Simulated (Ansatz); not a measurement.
Species: H4O4Sn, SMILES `[OH][Sn]([OH])([OH])[OH]` (charge 0, multiplicity 1), formula H4O4Sn.

Q: How many basis functions does frozen-core CCSD(T)/def2-TZVPP // PBE-D3(BJ)/def2-TZVP run with Ansatz (a quantum-chemistry and plane-wave program) use, how many core orbitals are frozen, and how many electrons are correlated?

A: 230 basis functions and 8 frozen orbitals, which leaves 42 correlated electrons (filled d shells below the valence shell are correlated). Core time is of the order of minutes.
